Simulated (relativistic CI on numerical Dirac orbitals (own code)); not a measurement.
**Hyperfine structure of As⁶⁺, mass number 75**

Computed by Dirac-Coulomb-Breit CI, orbitals from a KLI potential per configuration, QED by a radiative potential, unscaled Slater integrals (own radial code, finite nucleus).

Configurations in the expansion (outside the closed core [Ne]): 3s2 3p6 3d9, 3s2 3p6 3d8 4s, 3s2 3p5 3d10, 3s2 3p6 3d8 4p, 3s2 3p6 3d8 4d, 3s 3p6 3d10, 3s2 3p6 3d8 5s, 3s2 3p6 3d8 5p, 3s2 3p6 3d8 4f, 3s2 3p6 3d7 4s2, 3s2 3p6 3d8 5d, 3s2 3p6 3d8 5f, 3s2 3p6 3d8 5g, 3s2 3p6 3d7 4s 4p, 3s2 3p6 3d7 4p2, 3s2 3p6 3d7 4s 4d. Levels of other configurations are missing.

Nuclear spin I = 3/2, μ = 1.4383 μN, Q = 0.311 b (tables of Stone and Pyykkö). The electronic factors are computed for point nuclear moments, without core polarisation or the Bohr-Weisskopf and QED corrections.

```tsv
Level	E (cm⁻¹)	A (MHz)	B (MHz)
3s2 3p6 3d9 2D_5/2	0	1141	-744
3s2 3p6 3d9 2D_3/2	5649	2709	-536
3s2 3p6 3d8 4s 4F_9/2	399953	3907	-397
3s2 3p6 3d8 4s 4F_7/2	403047	1608	-271
3s2 3p6 3d8 4s 4F_5/2	406052	771.8	-177
3s2 3p6 3d8 4s 4F_3/2	407976	-2179	-175
3s2 3p6 3d8 4s 2F_7/2	410936	2016	-385
3s2 3p6 3d8 4s 2F_5/2	415775	4457	-310
```

Levels with J = 0, under 50 % of one LS term, or S terms without an open s electron are left out. Small factors come from cancelling terms and can be off by tens of per cent or more.

At this charge configurations can still be misplaced by up to about 7 % of their energy.

Problem. Give the hyperfine levels of 3s2 3p6 3d9 2D_5/2 relative to its centre of gravity.

Solution. With K = F(F + 1) − I(I + 1) − J(J + 1), E = AK/2 + B[¾K(K + 1) − I(I + 1)J(J + 1)]/[2I(2I − 1)J(2J − 1)]: F = 1: -6510, F = 2: -3633, F = 3: 124.1, F = 4: 4092 MHz.

LS names give the leading component of a level, which can be under half, so a name can repeat, a term be missing and a line seem to break the LS rules.
